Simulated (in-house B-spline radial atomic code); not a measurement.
**Ionising Nb³⁺ with different functionals**

Computed with an all-electron radial atomic-structure program (B-spline basis): non-relativistic Hamiltonian, point nucleus, spin-polarised at highest spin, spherical fractional occupations for the functionals, and exact exchange of hybrids averaged over the configuration. The ionisation energy is the difference of two self-consistent energies, [Kr] 4d2 → [Kr] 4d1, without Breit or QED terms; ε is the level of the shell that loses the electron (its least bound occupied spin orbital). There is no spin-orbit coupling in this Hamiltonian.

```csv
method,rung,ΔSCF (eV),-ε(4d) (eV)
PBE0,global hybrid,?,?
B3LYP,global hybrid,37.93,33.02
TPSSh,global hybrid,?,?
M06-2X,global hybrid,37.74,35.12
BHandHLYP,global hybrid,37.72,34.84
r2SCAN0,global hybrid,37.80,33.34
B97-1,global hybrid,37.75,32.90
HSE06,range-separated hybrid,37.91,32.96
wB97X,range-separated hybrid,37.61,35.71
CAM-B3LYP,range-separated hybrid,37.90,34.82
LC-wPBE,range-separated hybrid,37.95,36.36
```

**Question.** What does PBE0 give?

**Answer.** ΔSCF 37.93 eV, and -ε(4d) = 33.39 eV.

**Question.** What does TPSSh give?

**Answer.** ΔSCF 37.81 eV, and -ε(4d) = 32.26 eV.

**Question.** Among the functionals, which spreads more, the ΔSCF values or the orbital energies?

**Answer.** The orbital energies: ΔSCF values span about 0.33 eV and the orbital energies 4.09 eV; here energy differences depend much less on the functional than eigenvalues do.

**Question.** How do they compare with the NIST value?

**Answer.** NIST lists 37.61 eV ± 0.022 (measured, ground level to ground level). Errors run from +0.00 to +0.34 eV; wB97X is closest (+0.00 eV), but part of that can be cancellation, since the calculations leave out relativity, Breit-QED terms, multiplet and fine-structure energies.
